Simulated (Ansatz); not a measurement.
```yaml
crystal:
  periodic: [false, false, false]
  atoms:
    - {symbol: O, position_ang: [0.147206, -3.056210, -0.137051]}
    - {symbol: C, position_ang: [-0.428625, -2.026377, -0.321461]}
    - {symbol: C, position_ang: [0.270971, -0.680547, -0.349086]}
    - {symbol: Cl, position_ang: [0.313343, -0.218601, -2.101077]}
    - {symbol: O, position_ang: [-0.442714, 0.209731, 0.399581]}
    - {symbol: Si, position_ang: [0.012710, 1.788029, 0.690758]}
    - {symbol: H, position_ang: [-1.522543, -1.959685, -0.486020]}
    - {symbol: H, position_ang: [1.316223, -0.776361, -0.045282]}
    - {symbol: H, position_ang: [1.476693, 1.822245, 0.941347]}
    - {symbol: H, position_ang: [-0.325969, 2.653375, -0.462224]}
    - {symbol: H, position_ang: [-0.751996, 2.187403, 1.891014]}
basis:
  gaussian: {orbitals: "6-31++G**"}
hamiltonian: {xc: {name: wB97X}}
scf: {lower_state_search: light}
```

```sh
$ ansatz run in.yaml --threads 4 --pin off --events-out ev --progress --plain --max-ram 10444MiB
```

It prints (some lines left out):

```
Functional definition: wB97X
1494 factors; their error is unknown
366 factors; integrals over basis functions are off by at most 2.7e-5 eV
mean field evaluation 1: about -26642.2296 eV, gradient 5.4e1 eV
mean field evaluation 2: about -26640.3456 eV, gradient 6.6e1 eV
mean field evaluation 4: about -26647.4830 eV, gradient 3.4e0 eV
mean field evaluation 8: about -26647.5001 eV, gradient 7.8e-2 eV
mean field evaluation 16: about -26647.5563 eV, gradient 5.0e-4 eV
mean field -26647.55627103 eV, -979.2796305979 hartree, gradient 7.3e-5 eV, S^2 0.000000; 0 other end points of the search recorded, 0 dependent functions left out
reference -26647.55619032 eV, -979.2796276319 hartree; 32, 32 occupied and 120, 120 virtual orbitals, 1494 factors
Total energy: -26647.55619032 eV, -979.2796276319 hartree
```

Hardware: 4 threads of an Arm Neoverse V1 on a shared host. Wall time 6 s, peak host memory 0.54 GiB.
